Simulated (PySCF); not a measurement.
From a computed spectrum to the compound

A species of 7 atoms with charge 1 has these harmonic modes (PBE0, small Gaussian bases with core potentials, PySCF 2.14.0):

```csv
cm⁻¹,km/mol,symmetry
31,15.0,a'
34,5.0,a''
47,3.1,a'
51,0.0,a''
55,5.5,a'
104,1.1,a''
333,21.4,a'
373,10.6,a'
391,16.1,a'
397,97.3,a''
430,374.0,a'
525,75.8,a''
1633,104.0,a'
3773,306.8,a'
3850,242.1,a''
```

**Question.** Which species is it, and in which structure?

**Answer.** [CeCl3(H2O)]+ (singlet):
```xyz
7

Ce   -0.0158    0.0368   -0.0368
Cl    1.1826    1.6674    1.2934
Cl   -1.5592   -1.2784    1.2784
Cl    1.1826   -1.2934   -1.6674
O    -1.4045    1.4320   -1.4320
H    -1.7416    2.3185   -1.2213
H    -1.7416    1.2213   -2.3185
```
Ideal gas at 298.15 K and 1 bar: S = 449.8 J/(mol K), Cp = 119.4 J/(mol K), H − H(0 K) = 27.8 kJ/mol (rigid rotor, harmonic modes, spin degeneracy alone; the modes under 60 cm⁻¹ make these uncertain). 
 The answer isn't unique; the calculation gave this one.
